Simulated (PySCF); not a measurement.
## RbPb at PBE0

Level: PBE0. PySCF, scalar-relativistic core potentials, basis sets Rb def2-SVPD with ECP28, Pb def2-SVPD with ECP60.

```
state                                            : ⁴Σ⁻ (quartet), unpaired electrons σ ↑, π ↑↑
bond length                                      : 0.3485 nm
harmonic wavenumber                              : 87.1 cm⁻¹
force constant                                   : 0.269 mdyn/Å
rotational constant Be                           : 0.02303 cm⁻¹
anharmonicity ωexe                               : 0.219 cm⁻¹
vibration–rotation constant αe                   : 8.21e-05 cm⁻¹
well depth De to Rb + Pb                         : 1.19 eV
dissociation energy D0                           : 1.18 eV
bond order (Mayer)                               : 0.70
dipole moment (positive dipole means Rb(−)Pb(+)) : -9.67 D
```

Spin–orbit coupling is left out, which matters for elements this heavy, above all for dissociation energies. The state was picked by a PBE0 search and need not be the measured ground state.
